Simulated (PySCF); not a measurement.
Species: C₆H₈N (doublet state).
Cartesian coordinates in Å at the GFN2-xTB level; atoms count from 1:
```xyz
15
C6H8N angstrom
C      2.145   -0.738   -0.150
C      1.069    0.040    0.071
C      0.760    1.091    0.963
C     -0.567    1.231    0.458
N     -1.523    1.997    0.780
C     -0.320    0.096   -0.559
C     -1.183   -1.144   -0.395
H      2.140   -1.500   -0.909
H      3.046   -0.620    0.428
H      1.318    1.610    1.720
H     -2.372    1.874    0.232
H     -0.320    0.432   -1.599
H     -1.175   -1.474    0.642
H     -0.810   -1.954   -1.019
H     -2.212   -0.933   -0.684
```

The species is `[H]/N=C1/[CH]C(=C)[C@H]1C` [radical].

Computed, not measured: UKS B3LYP, pcH-1 on C H N, non-relativistic, mean-field spin-orbit, GIAO in PySCF 2.14.0. Isolated species at its GFN2-xTB geometry, gas phase. Couplings are sensitive to structure, and on GFN2-xTB geometries they can be far from those on DFT ones. No stability test was run, so a lower SCF solution isn't excluded. ⟨S²⟩ is 0.783 where a pure state has 0.75.

Largest spin populations (Mulliken): C3 (+0.59), C1 (+0.56), N5 (+0.31) and C2 (-0.24). Three atoms exceed +0.15. The angles at C3 add up to 360.0°, so it is planar.

**Question.** McConnell's relation a(H) = Q·ρ ties the coupling of a proton on a planar π carbon to the spin population of that carbon. What Q do the computed values give?

**Answer.** 
| H | C | ρ(C) | a(H) (G) | a/ρ (G) |
| --- | --- | --- | --- | --- |
| H8 | C1 | +0.557 | -12.11 | -21.8 |
| H9 | C1 | +0.557 | -11.61 | -20.9 |
| H10 | C3 | +0.586 | -12.61 | -21.5 |

A least-squares line through the origin gives Q = -21.4 G with Mulliken populations. In McConnell's picture π spin on carbon polarises the C–H bond and leaves opposite spin at the proton, which makes Q negative, as found here.

Couplings in gauss use g_iso = 2.0032.
